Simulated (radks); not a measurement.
Fractional charge and spin in the 1s shell of beryllium: the spin-up occupation runs from 0 to 1 and the spin-down occupation from 0 to 1; the fullest corner is Be2+, 1s(up 1, down 1). Calculated with a radial shooting solver on a logarithmic mesh with Libxc functionals: non-relativistic Kohn-Sham, LDA (Slater exchange, Perdew-Wang correlation), spin-polarised, spherical densities, point nucleus. Energy (eV) above the fullest corner. The planes named below are the two flat planes that join the four corners, with an edge along up + down = one added electron.

down \ up        0     0.25      0.5     0.75        1
0          365.827  308.685  253.407  201.063  151.912
0.25       308.685  255.391  204.134  155.755  110.482
0.5        253.407  204.134  156.890  112.442   70.993
0.75       201.063  155.755  112.442   71.829   34.107
1          151.912  110.482   70.993   34.107    0.000

Corners above the fullest one (they belong to Be3+ and the next ion): (up 1, down 0) 151.91 eV, (up 0, down 1) 151.91 eV, (up 0, down 0) 365.83 eV. With half an added electron in each spin the energy lies 4.978 eV from the planes (fractional-spin error, the static-correlation error of a stretched bond), and with half an added electron in spin up alone -5.462 eV (fractional-charge error). For a frontier s shell over closed shells the exact functional lies on the planes.
